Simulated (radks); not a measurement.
All-electron atom: Pd II in [Ar] 3d10 4s1.75 4p6 4d9 5d0.25 (fractional occupations, a model configuration). Calculated with a radial shooting solver on a logarithmic mesh with Libxc functionals: Dirac Kohn-Sham, AM05, spin-unpolarised, spherical densities, finite nucleus; open shells are shared between the two j in proportion to 2j + 1; Fermi nuclear charge, rms radius 4.5318 fm.

Normalised radial functions P(r) = r R(r) (large component), r in bohr:

r,4p1/2,5d3/2,5d5/2
0.006262,0.0234,0.0000,0.0000
0.01012,0.0496,0.0001,0.0001
0.01622,0.1010,0.0005,0.0004
0.02622,0.1938,0.0016,0.0015
0.04204,0.3197,0.0052,0.0050
0.06793,0.4002,0.0150,0.0146
0.1089,0.2366,0.0348,0.0343
0.176,-0.2784,0.0599,0.0600
0.2822,-0.6110,0.0586,0.0596
0.456,0.0352,-0.0072,-0.0054
0.7311,1.0124,-0.0993,-0.0989
1.181,0.9324,-0.1105,-0.1130
1.909,0.2933,-0.0014,-0.0061
3.061,0.0303,0.1783,0.1735
4.947,0.0006,0.3542,0.3518
7.931,0.0000,0.3726,0.3738
12.82,0.0000,0.1412,0.1429
20.55,0.0000,0.0123,0.0125

4p1/2: eigenvalue -68.033 eV, 2 radial nodes at r = 0.140, 0.449 bohr, <r> = 1.02 bohr, 90 % of the charge inside 1.50 bohr. 5d3/2: eigenvalue -2.891 eV, 2 radial nodes at r = 0.440, 1.92 bohr, <r> = 7.37 bohr, 90 % of the charge inside 10.9 bohr. 5d5/2: eigenvalue -2.880 eV, 2 radial nodes at r = 0.444, 1.95 bohr, <r> = 7.40 bohr, 90 % of the charge inside 10.9 bohr.
